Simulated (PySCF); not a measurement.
## Cost of excited-state runs on SMILES c1c(C)cnn1[SiH3], C4H8N2Si

Geometry (Å), atoms numbered from 1 in this order:
```xyz
15

C    -2.556   -0.369   -0.052
C    -1.132    0.051    0.064
C    -0.633    1.279    0.552
N     0.678    1.306    0.525
N     1.078    0.121    0.031
Si    2.798   -0.141   -0.186
C     0.001   -0.652   -0.258
H    -3.010   -0.447    0.935
H    -3.123    0.363   -0.625
H    -2.627   -1.335   -0.546
H    -1.188    2.121    0.917
H     3.191    0.393   -1.490
H     2.960   -1.596   -0.147
H     3.435    0.548    0.925
H     0.125   -1.635   -0.667
```

PySCF with density fitting, on 1 thread of an Arm Neoverse N1, shared host. Command: `OMP_NUM_THREADS=1 python excited_run.py task.json out`

How long does this run take, and how much memory?
- vibronic structure, LC-wPBE/cc-pVDZ; full response; writes grids


```tsv
run	level	basis functions	wall time	peak memory (GiB)
vibronic structure	LC-wPBE/cc-pVDZ	142	79 s	0.73
```
Times from a shared host are rough.
